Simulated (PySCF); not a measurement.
Ligands exchanged one at a time, In CH3-OH. All species are isolated molecules in the gas phase. One relaxed conformer stands for each flexible species; it need not be the lowest. Strings in code marks are SMILES.

Level of theory: B3LYP-D3(BJ)/def2-TZVP run with PySCF 2.14.0. B3LYP has the VWN-RPA correlation part, as in Gaussian. Excitations are Tamm–Dancoff values on a coarser integration grid. The basis has no diffuse functions, so Rydberg states are missing or too high.

| species | LUMO (eV) | HOMO–LUMO gap (eV) | brightest of the four lowest singlets (TDA) (eV) | T1 excitation (TDA) (eV) |
|---|---|---|---|---|
| 0 of 3 CH3 replaced by OH (`[CH3][In]([CH3])[CH3]`) | -1.18 | ___ | 6.05 | ___ |
| 1 of 3 CH3 replaced by OH | -1.03 | 6.16 | – | 4.86 |
| 2 of 3 CH3 replaced by OH (`[CH3][In]([OH])[OH]` (O–In–O–H torsion 180°, O–In–O–H torsion -180°)) | -1.44 | 6.29 | 5.79 | 4.56 |
| 3 of 3 CH3 replaced by OH | -2.37 | ___ | 5.78 | 4.37 |

### Question
Some entries are withheld; supply them.

### Answer

- 0 of 3 CH3 replaced by OH (`[CH3][In]([CH3])[CH3]`), HOMO–LUMO gap (eV): 5.57
- 0 of 3 CH3 replaced by OH (`[CH3][In]([CH3])[CH3]`), T1 excitation (TDA) (eV): 4.28
- 3 of 3 CH3 replaced by OH, HOMO–LUMO gap (eV): 6.03
